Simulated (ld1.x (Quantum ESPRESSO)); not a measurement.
## An all-electron radial function and its pseudo partner (Mg (Z = 12))

Columns: radius, all-electron u(r) and pseudo u(r) of the 3p shell (level -1.34 eV) of magnesium in the configuration [Ne] 3s2 3p0; PBE, non-relativistic, RRKJ scheme, ld1.x (Quantum ESPRESSO) 7.5.

```tsv
r (bohr)	all-electron	pseudo
0.173	0.0941	-0.0030
0.345	0.1565	-0.0118
0.518	0.1484	-0.0267
0.690	0.1010	-0.0476
0.862	0.0374	-0.0744
1.035	-0.0306	-0.1069
1.208	-0.0969	-0.1442
1.380	-0.1583	-0.1849
1.553	-0.2142	-0.2278
1.725	-0.2639	-0.2707
1.898	-0.3083	-0.3122
2.070	-0.3470	-0.3503
2.242	-0.3804	-0.3838
2.415	-0.4085	-0.4121
2.588	-0.4314	-0.4346
2.760	-0.4491	-0.4516
2.932	-0.4623	-0.4638
3.105	-0.4713	-0.4719
3.278	-0.4766	-0.4767
3.450	-0.4785	-0.4785
3.623	-0.4774	-0.4774
3.795	-0.4739	-0.4739
3.968	-0.4683	-0.4683
4.140	-0.4609	-0.4609
4.312	-0.4522	-0.4522
4.485	-0.4423	-0.4423
```

How many radial nodes do the two functions have?

The all-electron 3p function has n − l − 1 = 1; the pseudo-wave has 0, since the states of the same l below it are removed with the core.

At about which radius was the pseudo-wave matched?

3.45 bohr, where the columns begin to agree (steps of 0.17 bohr).

Is the pseudo-wave norm-conserving?

Yes: the RRKJ scheme keeps the norm inside the radius equal to the all-electron one, which fixes the energy derivative of the logarithmic derivative at the level.
